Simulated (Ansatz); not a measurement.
`CC1CCCCC1` + `N[AsH]O` → `CN[AsH]O` + `C1CCCCC1`  (substitution at a C–C bond)

Computed with Ansatz on PBE0-D4/def2-TZVP structures; ΔE is electronic, products minus reactants. CCSD(T)/CBS is the MP2 limit (def2-TZVPP, def2-QZVPP) plus CCSD(T) − MP2 in def2-TZVPP, frozen cores. DFT in def2-TZVPP. B3LYP here is the variant with VWN-RPA as its local correlation; programs differ in this. For As outer-core shells are correlated without core-valence functions, which leaves a few kJ/mol of doubt a bond. Scalar relativity is left out up to krypton. One conformer a species, not always the lowest.

```tsv
level	ΔE (kJ/mol)	difference from CCSD(T)/CBS
PBE-D4	62.2	-4.1
r2SCAN-D4	66.9	0.6
PBE0-D4	64.7	-1.6
B3LYP-D4	61.7	-4.6
ωB97X-V	63.9	-2.4
ωB97M-V	65.8	-0.5
B2PLYP	63.4	-2.9
PBE	61.0	-5.3
r2SCAN	66.1	-0.2
PBE0	63.6	-2.7
B3LYP	60.1	-6.2
HF/def2-TZVPP	63.4	-2.9
MP2/def2-TZVPP	69.2	2.9
SCS-MP2/def2-TZVPP	65.5	-0.8
CCSD/def2-TZVPP	65.9	-0.4
CCSD(T)/def2-TZVPP	66.0	-0.3
HF/def2-QZVPP	63.4	-2.9
MP2/def2-QZVPP	69.4	3.1
SCS-MP2/def2-QZVPP	65.8	-0.5
HF/CBS(def2)	63.3	-3.0
MP2/CBS(def2)	69.5	3.2
CCSD/CBS(def2)	66.2	-0.1
CCSD(T)/CBS	66.3	0
```

Largest T1 diagnostic among the species: 0.012.

CCSD(T)/CBS has its own doubt, a few kJ/mol and more with outer-core shells, so smaller differences from it don't rank the levels.
